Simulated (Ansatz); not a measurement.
One geometry of Si₈H₈⁺, several levels of theory.

```yaml
crystal:
  periodic: [false, false, false]
  atoms:
    - {symbol: Si, position_ang: [0.511779, 1.188790, -1.471930]}
    - {symbol: Si, position_ang: [-1.812573, -0.721767, -0.060551]}
    - {symbol: Si, position_ang: [1.982114, 1.014978, 0.389696]}
    - {symbol: Si, position_ang: [0.910647, 0.673623, 2.411358]}
    - {symbol: Si, position_ang: [-0.555919, -1.058482, 1.933268]}
    - {symbol: Si, position_ang: [1.528208, -1.351687, 0.739537]}
    - {symbol: Si, position_ang: [-1.714704, 1.558973, -0.724189]}
    - {symbol: Si, position_ang: [0.190215, -1.170604, -1.282526]}
    - {symbol: H, position_ang: [3.385137, 1.541657, 0.463559]}
    - {symbol: H, position_ang: [-2.581237, 1.718976, -1.943579]}
    - {symbol: H, position_ang: [2.611947, -2.275617, 1.215371]}
    - {symbol: H, position_ang: [-3.080052, -1.528579, -0.103678]}
    - {symbol: H, position_ang: [-0.934826, -1.920646, 3.101287]}
    - {symbol: H, position_ang: [1.111855, 1.925860, -2.635970]}
    - {symbol: H, position_ang: [0.415554, -2.220364, -2.332157]}
    - {symbol: H, position_ang: [-1.968144, 2.624901, 0.300523]}
basis:
  gaussian: {orbitals: def2-TZVP, initial_orbitals: start.molden}
total_charge: 1
magnetization: {spin_polarized: true, initial_magnetization: 1}
hamiltonian: {xc: r2scan, dispersion: d4}
scf: {omitted_lower_state_checks: [starts]}
output: {forces: true, orbitals: {seedname: orbitals}}
```

The file start.molden holds the orbitals of an earlier run on this structure, at another level or in another basis.

```sh
$ ansatz run in.yaml --threads 4 --pin off --events-out ev --progress --plain --max-ram 6963MiB
```

Output, abridged:

```
Functional definition: r2SCAN
  name "r2SCAN"
  cite "Furness, Kaplan, Ning, Perdew & Sun, J. Phys. Chem. Lett. 11, 8208 (2020) doi:10.1021/acs.jpclett.0c02405"
  cite "Furness, Kaplan, Ning, Perdew & Sun, J. Phys. Chem. Lett. 11, 9248 (2020) doi:10.1021/acs.jpclett.0c03077"
  parent r2scan
  parameter k0 = 0.174
  parameter k1 = 0.065
  parameter a1 = 4.9479
  exchange = r2scan_x(k0 = k0, k1 = k1, a1 = a1)
  correlation = r2scan_c
these checks for a lower state are left out or cut short: starts
2368 factors; their error is unknown
mean field evaluation 1: about -63139.8556 eV, gradient 8.3e0 eV
mean field evaluation 2: about -63139.9439 eV, gradient 1.6e-1 eV
mean field evaluation 4: about -63139.8905 eV, gradient 1.5e-3 eV
mean field -63139.89054066 eV, -2320.3481796144 hartree, gradient 3.7e-5 eV, S^2 0.761252; 0 other end points of the search recorded, 0 dependent functions left out
the calculation of the forces begins
reference -63139.89056590 eV, -2320.3481805420 hartree; 60, 59 occupied and 284, 285 virtual orbitals, 2368 factors
Total energy: -63140.10251956 eV, -2320.3559696953 hartree
Atom 0 at     0.511779     1.188790    -1.471930 Å, force     0.053967    -0.006829    -0.026141 eV/Å
Atom 1 at    -1.812573    -0.721767    -0.060551 Å, force    -0.013206    -0.060988     0.014114 eV/Å
Atom 2 at     1.982114     1.014978     0.389696 Å, force     0.050409    -0.064052     0.114093 eV/Å
Atom 3 at     0.910647     0.673623     2.411358 Å, force     0.004812    -0.247604    -0.326023 eV/Å
Atom 4 at    -0.555919    -1.058482     1.933268 Å, force     0.121615    -0.000798     0.086414 eV/Å
Atom 5 at     1.528208    -1.351687     0.739537 Å, force    -0.004294     0.091801     0.102710 eV/Å
Atom 6 at    -1.714704     1.558973    -0.724189 Å, force    -0.083078     0.035421    -0.095298 eV/Å
Atom 7 at     0.190215    -1.170604    -1.282526 Å, force    -0.017265     0.042084     0.023306 eV/Å
Atom 8 at     3.385137     1.541657     0.463559 Å, force    -0.269503    -0.103880    -0.022475 eV/Å
Atom 9 at    -2.581237     1.718976    -1.943579 Å, force     0.174131    -0.022189     0.260810 eV/Å
Atom 10 at     2.611947    -2.275617     1.215371 Å, force    -0.217790     0.185939    -0.095577 eV/Å
Atom 11 at    -3.080052    -1.528579    -0.103678 Å, force     0.245010     0.157294    -0.002180 eV/Å
Atom 12 at    -0.934826    -1.920646     3.101287 Å, force     0.071049     0.158167    -0.238122 eV/Å
Atom 13 at     1.111855     1.925860    -2.635970 Å, force    -0.119218    -0.148766     0.219435 eV/Å
Atom 14 at     0.415554    -2.220364    -2.332157 Å, force    -0.040136     0.197663     0.202877 eV/Å
Atom 15 at    -1.968144     2.624901     0.300523 Å, force     0.043498    -0.213261    -0.217944 eV/Å
Dipole moment:     0.141670    -0.034879     0.181533 e Å
Checks for a lower state left out: starts
```

Hardware: 4 threads of Arm Neoverse V1 on a shared host. Wall time 51 s, peak host memory 1.1 GiB.

As the first input, with `gaussian: {orbitals: def2-SVP, initial_orbitals: start.molden}`, `hamiltonian: {xc: pbe, dispersion: d4}`, `output: {orbitals: {seedname: orbitals}}` (abridged; 8.5 s):

```
Functional definition: PBE
mean field -63091.54553286 eV, -2318.5715333469 hartree, gradient 2.4e-5 eV, S^2 0.754086
Total energy: -63092.46885474 eV, -2318.6054648003 hartree
Checks for a lower state left out: starts
```

First input, but with `hamiltonian: {xc: pbe, dispersion: d4}`, `output: {orbitals: {seedname: orbitals}}` (abridged; 19 s):

```
Functional definition: PBE
mean field -63113.44338745 eV, -2319.3762646604 hartree, gradient 1.8e-5 eV, S^2 0.755164
Total energy: -63114.36672720 eV, -2319.4101967704 hartree
Checks for a lower state left out: starts
```

First input, but with `gaussian: {orbitals: 6-31G}`, `hamiltonian: {xc: {name: B3LYP}, dispersion: d4}`, `output: {orbitals: {seedname: orbitals}}` (abridged; 8 s):

```
Functional definition: B3LYP
mean field evaluation 16: about -63138.2447 eV, gradient 5.3e-4 eV
mean field -63138.24473564 eV, -2320.2876973953 hartree, gradient 2.9e-5 eV, S^2 0.752748
Total energy: -63139.77196895 eV, -2320.3438221845 hartree
Checks for a lower state left out: starts
```

As the first input, with `gaussian: {orbitals: def2-SVP, initial_orbitals: start.molden}`, `hamiltonian: {xc: pbe}`, `correlation: {method: rpa}` and without the key `output` (abridged; 12 s):

```
Functional definition: PBE
mean field -63091.54541725 eV, -2318.5715290984 hartree, gradient 2.7e-6 eV, S^2 0.754086
40 core orbitals not correlated: weight in the atoms' cores, before any rotation towards them, 1.000 or more for the frozen orbitals, at most 0.000 for the correlated occupied ones
Total energy: -63031.40753776 eV, -2316.3615027901 hartree
Checks for a lower state left out: starts
```

As the first input, with `hamiltonian: {xc: pbe0, dispersion: d4}`, `output: {orbitals: {seedname: orbitals}}` (abridged; 81 s):

```
Functional definition: PBE0
mean field -63119.31418236 eV, -2319.5920123941 hartree, gradient 7.6e-5 eV, S^2 0.758722
Total energy: -63120.12409746 eV, -2319.6217762250 hartree
Checks for a lower state left out: starts
```

First input, but with `gaussian: {orbitals: def2-SVP, initial_orbitals: start.molden}`, `hamiltonian: {xc: pbe0, dispersion: d4}`, `output: {orbitals: {seedname: orbitals}}` (abridged; 13 s):

```
Functional definition: PBE0
mean field -63097.59697486 eV, -2318.7939197387 hartree, gradient 2.1e-5 eV, S^2 0.756782
Total energy: -63098.40687620 eV, -2318.8236830639 hartree
Checks for a lower state left out: starts
```

Geometry: PBE-D4/def2-SVP.

B3LYP takes the VWN-RPA correlation. Correlated methods freeze 40 core orbitals. The structure comes from a short search, and lower isomers may exist.
